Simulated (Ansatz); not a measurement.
`BN([SiH3])[SiH2][SiH3]` → `BN[SiH2][SiH3]` + `[SiH2]`  (silylene loss)

Gas-phase electronic energies from Ansatz, PBE0-D4/def2-TZVP geometries. CBS: MP2 limit from def2 TZ/QZ plus the TZ coupled-cluster correction, frozen cores. This one scheme is used for every species. Functionals use def2-TZVPP. B3LYP here is the variant with VWN-RPA as its local correlation; programs differ in this. HSE06 is defined as in plane-wave codes. One conformer a species, not always the lowest.

`BN([SiH3])[SiH2][SiH3]`:

```xyz
15

B     0.672   -0.789    1.314
N     0.350    0.388    0.614
Si    0.506    1.947    1.408
Si   -0.251    0.343   -1.041
Si   -0.862   -1.817   -1.698
H     1.085   -0.725    2.438
H     0.532   -1.859    0.787
H     0.848    2.958    0.373
H    -0.780    2.339    2.040
H     1.572    1.879    2.434
H     0.784    0.899   -1.957
H    -1.427    1.256   -1.122
H    -1.510   -1.705   -3.034
H     0.318   -2.711   -1.817
H    -1.836   -2.404   -0.741
```

`BN[SiH2][SiH3]`:

Z-matrix (Å, degrees):
```
Si
N 1 1.751
Si 1 2.344 2 111.0
H 1 1.490 2 109.6 3 120.2
H 1 1.483 2 107.1 3 -121.4
B 2 1.399 1 126.8 3 114.5
H 2 1.011 1 116.5 3 -63.9
H 3 1.488 1 110.6 2 -63.2
H 3 1.488 1 110.5 2 176.0
H 3 1.490 1 109.9 2 56.4
H 6 1.198 2 119.0 1 1.3
H 6 1.198 2 119.6 1 -178.7
```

`[SiH2]`:

Cartesian coordinates in Å:
```
Si 0.517 -0.483 0.079
H 0.006 0.354 -1.090
H -0.524 0.129 1.012
```

Question: Is it downhill or uphill in electronic energy at CCSD(T)/CBS, and by how much? (Best estimate.)

Answer: Computed: Uphill: ΔE = +66.8 kcal/mol.

Question: What do these levels give: r2SCAN0-D4, B3LYP, r2SCAN0, HSE06, LC-ωPBE, HF/def2-SVP, CCSD(T)/def2-SVP, HF/def2-TZVPP, CCSD(T)/def2-TZVPP, HF/def2-QZVPP, SCS-MP2/def2-QZVPP, HF/CBS(def2)? (Best estimate.)

Answer: The calculation gave: r2SCAN0-D4 71.1, B3LYP 60.0, r2SCAN0 70.1, HSE06 65.2, LC-ωPBE 68.8, HF/def2-SVP 59.7, CCSD(T)/def2-SVP 62.0, HF/def2-TZVPP 61.3, CCSD(T)/def2-TZVPP 65.2, HF/def2-QZVPP 61.7, SCS-MP2/def2-QZVPP 68.7, HF/CBS(def2) 61.7 kcal/mol.

Largest T1 diagnostic among the species: 0.014.

From BLYP to BHLYP (50 % exact exchange), in def2-TZVPP and without D4, ΔE moves by +8.1 kcal/mol. In def2-TZVPP, CCSD(T) changes the Hartree–Fock value by +3.9 kcal/mol (the triples alone add +1.3 kcal/mol) and MP2 by +9.3 kcal/mol.
